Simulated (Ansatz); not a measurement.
Geometry optimisation, Ansatz 0.2.0, RKS PBE0-D4/def2-SVP.

Input:

```yaml
crystal:
  periodic: [false, false, false]
  atoms:
    - { symbol: Al, position_ang: [0.0582, -0.0554, 0.0584] }
    - { symbol: F, position_ang: [0.6465, -1.9104, 0.8737] }
    - { symbol: C, position_ang: [0.8156, 0.0192, -1.7657] }
    - { symbol: C, position_ang: [-1.5588, 0.5972, 0.9895] }
    - { symbol: H, position_ang: [1.2061, -0.9056, 1.2483] }
    - { symbol: H, position_ang: [1.5319, 0.0052, 1.4148] }
    - { symbol: H, position_ang: [0.5805, -0.88, -2.3462] }
    - { symbol: H, position_ang: [1.9094, 0.0721, -1.7134] }
    - { symbol: H, position_ang: [0.4802, 0.8761, -2.3572] }
    - { symbol: H, position_ang: [-2.4315, 0.7176, 0.3405] }
    - { symbol: H, position_ang: [-1.3914, 1.5644, 1.4738] }
    - { symbol: H, position_ang: [-1.8467, -0.1004, 1.7835] }
basis:
  gaussian: { orbitals: def2-SVP }
hamiltonian:
  xc: pbe0
  dispersion: d4
relax:
  f_tol: 0.15
  max_steps: 25
  restrain:
    - { distance: [0, 5], at: 2.82, k: 30.0 }
    - { distance: [4, 1], at: 2.18, k: 30.0 }
    - { distance: [0, 1], at: 1.78, k: 30.0 }
    - { distance: [4, 5], at: 0.62, k: 30.0 }
```

Run as:

```bash
$ ansatz run input.yaml --threads 2 --pin off --max-ram 3072MiB --backend cpu --events-out ev --progress --plain --runs-dir out
```

Task: Where does it end, and by what steps?

Result: The run converged. The restraints hold the end off the free minimum. After 7 steps the energy has fallen by 1.354 eV (the restraints' own energy left out); H5 moved furthest, 0.60 Å. Parted: Al1–H5. Joined: H5–H6.

| step | energy less start (eV) | largest force component (eV/Å) | accepted |
| --- | --- | --- | --- |
| 0 | 0.0000 | 1.403 | yes |
| 1 | -0.2602 | 2.628 | yes |
| 2 | -0.6275 | 2.889 | yes |
| 3 | -1.0406 | 3.531 | yes |
| 4 | -1.2853 | 2.936 | yes |
| 5 | -1.3119 | 2.533 | yes |
| 6 | -1.3590 | 1.881 | yes |
| 7 | -1.3536 | 2.270 | yes |

```xyz
12
Properties=species:S:1:pos:R:3
Al -0.193 -0.456 -0.090
F 0.239 -1.999 0.583
C 0.707 0.017 -1.741
C -1.539 0.540 0.886
H 1.618 -0.647 1.605
H 1.899 -0.016 1.745
H 0.664 -0.812 -2.467
H 1.777 0.203 -1.548
H 0.296 0.916 -2.228
H -2.469 0.656 0.302
H -1.194 1.560 1.125
H -1.805 0.040 1.828
```

Whether the end is a true minimum wasn't checked by a vibrational analysis.

Time of the run: 17 s on 2 threads of Arm Neoverse V2, on a shared host, peak memory 0.2 GiB.
